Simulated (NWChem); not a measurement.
**Lowest excitation of C2H6AlCl**

SMILES: [Cl][Al]([CH3])[CH3]
```xyz
10

Al     0.2192    -0.2528     0.2233
C      2.0239    -0.6655    -0.4168
H      2.4251    -1.6027     0.0213
H      2.7218     0.1531    -0.1338
H      2.0642    -0.7473    -1.5224
C     -0.6193    -0.9531     1.8491
H     -1.3074    -1.7880     1.5907
H     -1.2335    -0.1852     2.3628
H      0.1227    -1.3522     2.5712
Cl    -0.9453     1.0895    -0.9639
```
Charge 0, spin multiplicity 1.

All runs are NWChem calculations. Structure: optimised with PBE/def2-SVP, a minimum by its harmonic frequencies.

Basis set: def2-SVP.

The structure started from a generated list of species.

Q: One of these methods gave a lowest vertical singlet excitation energy of 6.99 eV. Which?
A) TD-PBE0
B) CIS
C) TD-PBE

A: B, CIS. The others give 5.21 (TD-PBE), 5.72 (TD-PBE0).
